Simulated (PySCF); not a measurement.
# Dipole response of V²⁺ (vanadium, charge +2)

[Ar] 3d3, high-spin 4F determinant. Computed with PySCF 2.14 in x2c-QZVPPall with one added diffuse shell each of s, p, d, f, g type (12s8p6d4f3g, 121 functions), with scalar relativity by spin-free X2C-1e. Coupled (time-dependent) response in atomic units; α is the mean over directions.

```json
{"method": "UHF", "mean α (bohr³)": "4.002", "C₆ (like pair)": "12.06", "S(−4)": "9.189"}
{"method": "PBE", "mean α (bohr³)": "5.004", "C₆ (like pair)": "15.00", "S(−4)": "20.07"}
```

S(−4) is the Cauchy moment in α(ω) = α(0) + S(−4) ω² + …

α(iu) at UHF:

```tsv
u (hartree)	α(iu) (bohr³)
0	4.002
0.0500	3.979
0.100	3.914
0.200	3.691
0.300	3.413
0.500	2.881
0.750	2.364
1.00	1.974
1.50	1.423
2.00	1.061
3.00	0.6428
5.00	0.3020
```

For an ion, C₆ is the dispersion term alone; charge-induced terms of lower order in 1/R come first.
